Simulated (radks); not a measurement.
Problem. The mean radii <r> (bohr) of the occupied orbitals of an atom or ion are listed with their occupations. Method: non-relativistic Kohn-Sham, LB94 model potential, spin-polarised, spherical densities, point nucleus; computed with a radial shooting solver on a logarithmic mesh with Libxc functionals.

| orbital | occ. | <r> |
|---|---|---|
| 1s down | 1 | 0.01867 |
| 1s up | 1 | 0.01867 |
| 2s down | 1 | 0.07855 |
| 2s up | 1 | 0.07855 |
| 2p down | 3 | 0.06633 |
| 2p up | 3 | 0.06633 |
| 3s up | 1 | 0.1967 |
| 3s down | 1 | 0.1966 |
| 3p up | 3 | 0.1871 |
| 3p down | 3 | 0.1870 |
| 3d up | 5 | 0.1632 |
| 3d down | 5 | 0.1631 |
| 4s up | 1 | 0.4089 |
| 4s down | 1 | 0.4093 |
| 4p up | 3 | 0.4074 |
| 4p down | 3 | 0.4079 |
| 4d up | 5 | 0.4001 |
| 4d down | 5 | 0.4006 |
| 4f up | 3 | 0.3748 |

Name the element and its charge. Open shells, if any, are filled with parallel spins first.

Solution. Z = 81, thallium, charge +32: Tl32+ in [Kr] 4d10 4f3. The 1s radius gives Z: for a bare nucleus <r> = 1.5/Z, 0.01852 bohr for Z = 81, and screening makes it slightly larger (0.01867 here). The occupations add up to 49, and the charge is Z minus that.
